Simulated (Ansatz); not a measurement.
Ansatz (a program for electronic structure) input:

Ansatz 0.2 input:
```yaml
crystal:
  periodic: [false, false, false]
  atoms:
    - {symbol: Fe, position_ang: [-0.00000000, -0.00000000, -0.06270422]}
    - {symbol: H, position_ang: [0.00000000, 0.00000000, 1.63030968]}
basis:
  gaussian:
    orbitals: def2-SVPD
magnetization: {spin_polarized: true, initial_magnetization: 5}
correlation: {method: ccsd_t, electrons: outside_noble_gas}
output: {forces: true}
```

**Question.** Predict the final energy.

**Answer.** -1262.94955 Eh (CCSD(T)/def2-SVPD). The basis has 42 functions.

The spin state was set by rule; other spins were not relaxed.
